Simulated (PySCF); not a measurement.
**AsN(OH), doublet: data card**

Level of theory: UPBE0 in PySCF with As def2-TZVP, N def2-TZVP, O def2-TZVP, H def2-TZVP; no relativity; density-fitted integrals.

The structure is a minimum.

```xyz
4
charge 0 multiplicity 2, angstrom
As   -0.3060    0.0000    0.1220
N     1.0488    0.0000    1.1589
O     0.4278    0.0000   -1.4952
H     1.3917    0.0000   -1.4310
```

```
Point group                                                                   : Cs
Bond lengths                                                                  : As–N 1.706 Å, As–O 1.776 Å, O–H 0.966 Å
Bond angles                                                                   : As–O–H 110.6°, N–As–O 103.0°
Principal polarisabilities                                                    : 25.5, 35.1, 46.7 bohr³
Spin squared ⟨S²⟩                                                             : 0.789
Dipole moment                                                                 : 1.24 D
Entropy at 298.15 K and 1 bar (electronic part: spin only)                    : 283.9 J/(mol K)
Highest occupied level (β)                                                    : -7.89 eV
Rotational constants                                                          : 0.6204, 0.2913, 0.1982 cm⁻¹
Lowest empty level (β)                                                        : -3.61 eV
Heat capacity Cp at 298.15 K                                                  : 54.1 J/(mol K)
Atomisation energy without zero-point energy                                  : 1077 kJ/mol
Principal quadrupole moments (Buckingham, traceless) about the centre of mass : -9.18, 1.92, 7.27 D Å
Enthalpy at 298.15 K above 0 K                                                : 12.54 kJ/mol
Zero-point energy                                                             : 42.0 kJ/mol
Rotational symmetry number                                                    : 1
```

Harmonic modes (masses in u: As 74.922, N 14.003, O 15.995, H 1.008):
```csv
symmetry,ω (cm⁻¹),IR (km/mol)
a',244,39.9
a'',425,121
a',687,89.2
a',879,1.6
a',973,42.2
a',3808,66.9
```

Charges (e):
| atom | Mulliken | Löwdin | polar tensor | spin (Mulliken) | Mayer order to As1 |
| --- | --- | --- | --- | --- | --- |
| As1 | 0.53 | 0.48 | 0.71 | -0.15 | – |
| N2 | -0.34 | -0.35 | -0.33 | 1.08 | 1.93 |
| O3 | -0.52 | -0.28 | -0.62 | 0.06 | 1.03 |
| H4 | 0.33 | 0.15 | 0.24 | 0.01 | 0.03 |
Other Mayer orders above 0.3: O–H 0.87.

Mulliken populations on As1: s 7.83, p 14.33, d 10.25, f 0.05.

Other isomers or separated fragments may lie lower.

The final relaxation and frequency run took 65 s on 4 threads of a shared Arm Neoverse V1 host, with 116 basis functions and 19 gradients; the process peaked at 1.3 GiB.
